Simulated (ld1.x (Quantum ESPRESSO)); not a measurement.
# Reading a pseudo-wave (gallium (Ga))

Columns: radius, all-electron u(r) and pseudo u(r) of the 3d shell (level -19.77 eV) of gallium in the configuration [Ar] 3d10 4s2 4p1; PBE, non-relativistic, PAW scheme, ld1.x (Quantum ESPRESSO) 7.5.

```
r (bohr)  all-electron  pseudo
   0.132        0.2515  0.0097
   0.265        0.7342  0.0716
   0.398        1.0227  0.2079
   0.530        1.1007  0.3954
   0.663        1.0550  0.5834
   0.795        0.9559  0.7119
   0.928        0.8405  0.7517
   1.060        0.7282  0.7101
   1.193        0.6247  0.6240
   1.325        0.5339  0.5339
   1.458        0.4545  0.4545
   1.590        0.3869  0.3869
   1.723        0.3287  0.3287
   1.855        0.2796  0.2796
   1.988        0.2375  0.2375
   2.120        0.2020  0.2020
   2.252        0.1719  0.1719
   2.385        0.1460  0.1460
   2.518        0.1241  0.1241
   2.650        0.1056  0.1056
   2.782        0.0898  0.0898
   2.915        0.0763  0.0763
   3.048        0.0648  0.0648
   3.180        0.0552  0.0552
   3.312        0.0469  0.0469
   3.445        0.0399  0.0399
```

(1) How many radial nodes do the two functions have?

(2) At about which radius was the pseudo-wave matched?

(3) Is the pseudo-wave norm-conserving?

Answers

(1) The all-electron 3d function has n − l − 1 = 0; the pseudo-wave has 0.

(2) 1.35 bohr, where the columns begin to agree (steps of 0.13 bohr).

(3) No, it belongs to a PAW set: the norm inside the radius is not constrained, and the difference is carried by the augmentation charge.
